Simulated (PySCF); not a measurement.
# Working out the ionisation energy of Sr

Sr [Kr] 5s2 (1S) → Sr⁺ [Kr] 5s1 (2S). Computed with PySCF 2.14 in ANO-RCC-VTZP, with scalar relativity by spin-free X2C-1e. Frozen: [Ar] 3d10. Energies in hartree (1 hartree = 27.21139 eV):

```tsv
part	Sr (lower)	Sr⁺ (upper)
UHF	-3177.234519	-3177.060268
CCSD correlation	-0.232063	-0.202756
(T)	-0.006840	-0.004784
```

Problem. What does Hartree-Fock give?

Solution. (-3177.060268) − (-3177.234519) = 0.174251 hartree = 4.742 eV.

Problem. What do CCSD and CCSD(T) give?

Solution. The CCSD correlation energies differ by 0.029307 hartree = 0.797 eV and the triples by 0.002056 hartree = 0.056 eV, so CCSD gives 5.539 eV and CCSD(T) 5.595 eV.

Measured between the centres of the two terms (NIST): 5.695 eV, so CCSD(T) (valence and next inner shell) is off by -0.100 eV.

What remains against the reference includes basis incompleteness, the frozen core and higher excitations.
